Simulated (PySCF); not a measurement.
Computed spin Hamiltonian

Compound: C2H10OPSi2 (doublet state).
Geometry (GFN2-xTB, Å), atoms numbered from 1 in this order:
```
atom  x, y, z in Å
C1    -1.781   -1.204   -0.626
C2    -1.136   -0.637    0.629
O3    -1.051    0.753    0.611
Si4   -0.218    1.747   -0.363
Si5    2.035    1.186   -0.363
P6     2.520   -0.737    0.690
H7    -1.898   -2.279   -0.527
H8    -2.758   -0.750   -0.776
H9    -1.161   -0.994   -1.495
H10   -1.728   -0.903    1.512
H11   -0.127   -1.064    0.751
H12   -0.808    1.765   -1.709
H13   -0.515    2.994    0.333
H14    2.563    0.891   -1.718
H15    2.189   -0.284    1.956
H16    3.865   -0.475    0.886
```

The hyperfine couplings belong to this conformer and change with its torsions.

Identity: `CCO[SiH2][SiH]P` [radical].

Level of theory: PySCF 2.14.0, UKS B3LYP, pcH-1 on C H O P Si, non-relativistic, mean-field spin-orbit, GIAO. The structure is a single GFN2-xTB conformer in the gas phase; no vibrational or solvent corrections. A GFN2-xTB geometry isn't a minimum of the functional, and hyperfine couplings can be far from their values at a DFT geometry, by a factor of two or more for some ions and for spin on atoms past the first row. The SCF solution wasn't tested for stability.

| Quantity | Value |
| --- | --- |
| g1, g2, g3 | 2.00169, 2.00467, 2.00848 |
| g_iso | 2.00495 |
| Form of g | rhombic: the two nearest values differ by 44 % of g3 − g1 |
| ⟨S²⟩ | 0.7529 (exact 0.7500) |
| α and β electrons | 37, 36 |
| Total energy | -1077.82352 Eh |

Isotropic coupling and dipolar principal values T1 to T3, in MHz; ρ(0) is the spin density at the nucleus:

```json
{"atom": "C1", "isotope": "13C", "a_iso": "0.8", "of which spin–orbit": "0.0", "T1": "-0.3", "T2": "-0.2", "T3": "0.5", "Mulliken spin population": "0.00", "ρ(0) (bohr⁻³)": "0.0007"}
{"atom": "C2", "isotope": "13C", "a_iso": "-0.6", "of which spin–orbit": "0.0", "T1": "-0.4", "T2": "-0.3", "T3": "0.6", "Mulliken spin population": "0.00", "ρ(0) (bohr⁻³)": "-0.0006"}
{"atom": "O3", "isotope": "17O", "a_iso": "-4.7", "of which spin–orbit": "0.0", "T1": "-7.8", "T2": "3.5", "T3": "4.2", "Mulliken spin population": "0.01", "ρ(0) (bohr⁻³)": "0.0078"}
{"atom": "Si4", "isotope": "29Si", "a_iso": "-37.0", "of which spin–orbit": "0.1", "T1": "-9.7", "T2": "4.7", "T3": "5.0", "Mulliken spin population": "0.03", "ρ(0) (bohr⁻³)": "0.0417"}
{"atom": "Si5", "isotope": "29Si", "a_iso": "-352.5", "of which spin–orbit": "0.7", "T1": "-159.8", "T2": "79.5", "T3": "80.3", "Mulliken spin population": "0.86", "ρ(0) (bohr⁻³)": "0.3974"}
{"atom": "P6", "isotope": "31P", "a_iso": "64.4", "of which spin–orbit": "-0.2", "T1": "-47.4", "T2": "-39.0", "T3": "86.4", "Mulliken spin population": "0.07", "ρ(0) (bohr⁻³)": "0.0357"}
{"atom": "H7", "isotope": "1H", "a_iso": "0.2", "of which spin–orbit": "0.0", "T1": "-0.6", "T2": "-0.4", "T3": "1.0", "Mulliken spin population": "0.00", "ρ(0) (bohr⁻³)": "0.0000"}
{"atom": "H8", "isotope": "1H", "a_iso": "0.1", "of which spin–orbit": "0.0", "T1": "-0.6", "T2": "-0.5", "T3": "1.1", "Mulliken spin population": "0.00", "ρ(0) (bohr⁻³)": "0.0000"}
{"atom": "H9", "isotope": "1H", "a_iso": "0.4", "of which spin–orbit": "0.0", "T1": "-1.1", "T2": "-1.0", "T3": "2.1", "Mulliken spin population": "0.00", "ρ(0) (bohr⁻³)": "0.0001"}
{"atom": "H10", "isotope": "1H", "a_iso": "0.3", "of which spin–orbit": "0.0", "T1": "-0.8", "T2": "-0.5", "T3": "1.3", "Mulliken spin population": "0.00", "ρ(0) (bohr⁻³)": "0.0001"}
{"atom": "H11", "isotope": "1H", "a_iso": "0.3", "of which spin–orbit": "0.0", "T1": "-1.9", "T2": "-0.9", "T3": "2.8", "Mulliken spin population": "0.00", "ρ(0) (bohr⁻³)": "0.0001"}
{"atom": "H12", "isotope": "1H", "a_iso": "41.5", "of which spin–orbit": "0.0", "T1": "-1.7", "T2": "-1.2", "T3": "2.9", "Mulliken spin population": "0.02", "ρ(0) (bohr⁻³)": "0.0093"}
{"atom": "H13", "isotope": "1H", "a_iso": "2.2", "of which spin–orbit": "0.0", "T1": "-2.0", "T2": "-1.3", "T3": "3.3", "Mulliken spin population": "0.00", "ρ(0) (bohr⁻³)": "0.0005"}
{"atom": "H14", "isotope": "1H", "a_iso": "16.9", "of which spin–orbit": "0.0", "T1": "-9.0", "T2": "1.8", "T3": "7.2", "Mulliken spin population": "-0.01", "ρ(0) (bohr⁻³)": "0.0038"}
{"atom": "H15", "isotope": "1H", "a_iso": "14.0", "of which spin–orbit": "0.0", "T1": "-2.9", "T2": "-0.6", "T3": "3.5", "Mulliken spin population": "0.00", "ρ(0) (bohr⁻³)": "0.0031"}
{"atom": "H16", "isotope": "1H", "a_iso": "44.0", "of which spin–orbit": "0.0", "T1": "-3.2", "T2": "-0.7", "T3": "3.9", "Mulliken spin population": "0.01", "ρ(0) (bohr⁻³)": "0.0098"}
```

Largest spin populations (Mulliken): Si5 (+0.86) and P6 (+0.07). No atom but Si5 exceeds +0.15. The angles at Si5 add up to 328.2°, so it is pyramidal.

Axes: g2 points within 4° of the Si5–P6 bond.

Under fast tumbling the dipolar parts average out, and these isotropic splittings remain: 1 × 31P (P6, I = 1/2, 2 lines) with 2.29 mT, 2 × 1H (H15/H16, I = 1/2, 3 lines) with 1.03 mT, 2 × 1H (H12/H13, I = 1/2, 3 lines) with 0.78 mT and 1 × 1H (H14, I = 1/2, 2 lines) with 0.60 mT.

Nuclei that the bonding pattern makes equivalent are averaged, as if the motion that swaps them (rotation, inversion, ring flip) were fast. The 1H value of +21.9 MHz is a mean of couplings from 2.2 to 41.5 MHz in this one geometry, not an average over conformers. The 1H value of +29.0 MHz is a mean of couplings from 14.0 to 44.0 MHz in this one geometry, not an average over conformers.

The 29Si coupling of Si5 (-352.5 MHz) shows only in satellite lines or after enrichment, since that isotope makes up about 4.7 % of natural silicon.

Hardware: one thread, AMD EPYC 7B13 (x86_64), shared host with 96 logical CPUs at a one-minute load of 37. Cost: 68 s wall (grids of density and orbitals included), 0.96 GiB resident at most.
